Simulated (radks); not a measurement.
Results of a calculation; reference values are marked as such.
Problem. The mean radii <r> (bohr) of the occupied orbitals of an atom or ion are listed with their occupations. Level of theory: scalar-relativistic Kohn-Sham, r2SCAN, spin-polarised, spherical densities, finite nucleus; meta-GGA in the generalised Kohn-Sham scheme; Fermi nuclear charge, rms radius of each element as measured or else 0.836 A^(1/3) + 0.57 fm (a radial shooting solver on a logarithmic mesh with Libxc functionals).

| orbital | occ. | <r> |
|---|---|---|
| 1s up | 1 | 0.02906 |
| 1s down | 1 | 0.02906 |
| 2s up | 1 | 0.1255 |
| 2s down | 1 | 0.1255 |
| 2p up | 3 | 0.1096 |
| 2p down | 3 | 0.1096 |
| 3s up | 1 | 0.3386 |
| 3s down | 1 | 0.3386 |
| 3p up | 3 | 0.3372 |
| 3p down | 3 | 0.3372 |
| 3d up | 5 | 0.3146 |
| 3d down | 5 | 0.3146 |
| 4s up | 1 | 0.8202 |
| 4s down | 1 | 0.8202 |
| 4p up | 3 | 0.8851 |
| 4p down | 3 | 0.8850 |
| 4d up | 5 | 1.067 |
| 4d down | 5 | 1.066 |
| 7p up | 1 | 8.011 |

Name the element and its charge. Open shells, if any, are filled with parallel spins first.

Solution. Z = 50, tin, charge +3: Sn3+ in [Kr] 4d10 7p1. The 1s radius gives Z: for a bare nucleus <r> = (2 gamma + 1)/(2Z) with gamma = sqrt(1 - (Z/c)^2), 0.02862 bohr for Z = 50, and screening makes it slightly larger (0.02906 here). The occupations add up to 47, and the charge is Z minus that.
